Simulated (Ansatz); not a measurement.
`O[SiH](Cl)[SiH2]F` + H₂ → `O[SiH]([SiH3])Cl` + H–F at 400 K and 1 bar (hydrogenolysis of the Si–F bond).

Computed with Ansatz on PBE0-D4/def2-TZVP structures; ΔE is electronic, products minus reactants. CCSD(T)/CBS is the MP2 limit (def2-TZVPP, def2-QZVPP) plus CCSD(T) − MP2 in def2-TZVPP, frozen cores. This one scheme is used for every species. Each species was taken in one conformer, which may not be the lowest.

```
            species  CCSD(T)/CBS energy (Eh)  H − E (kJ/mol)  S (J/(mol·K))
`O[SiH](Cl)[SiH2]F`              -1215.46540           154.6          412.7
                 H₂                 -1.17544            38.0          139.0
 `O[SiH]([SiH3])Cl`              -1116.20942           163.7          387.0
                H–F               -100.39570            36.5          182.2
```

H − E and S are ideal-gas, rigid-rotor, harmonic terms from PBE0-D4/def2-TZVP, for one conformer and one mirror image of each species. The MP2-based limit puts H₂ 0.8 mEh under its directly extrapolated value; such offsets cancel only in part. 1 Eh = 2625.50 kJ/mol, R = 8.31446 J/(mol·K).

Question: By hand: ΔE, ΔH, ΔS and ΔG.

Answer: ΔE = (-1116.20942) + (-100.39570) − (-1215.46540) − (-1.17544) = 0.03572 Eh = 93.8 kJ/mol. Δ(H − E) = 163.7 + 36.5 − 154.6 − 38.0 = 7.6, so ΔH = 101.4 kJ/mol. ΔS = 387.0 + 182.2 − 412.7 − 139.0 = 17.5 J/(mol·K). ΔG = 101.4 − 400 × (17.5)/1000 = 94.4 kJ/mol.

Question: By hand: the equilibrium constant, and the temperature at which ΔG would vanish if ΔH and ΔS stayed fixed.

Answer: log₁₀ K = −ΔG/(RT ln 10) = -12.3. ΔG = 0 at ΔH/ΔS = 5794 K, far beyond where these terms or the molecules hold.

ΔH outweighs TΔS. A doubt of 5 kJ/mol in ΔE shifts log₁₀ K by 0.7 here. Other conformers and mirror images would add mixing entropy, several J/(mol·K) or more a flexible species. Modes under 60 cm⁻¹, often nearly free rotors, make the harmonic entropy too high. These are equilibria of isolated gas molecules and say nothing of rates. Largest T1 diagnostic: 0.012 (customary marks: 0.02 for closed shells, 0.045 for open ones).
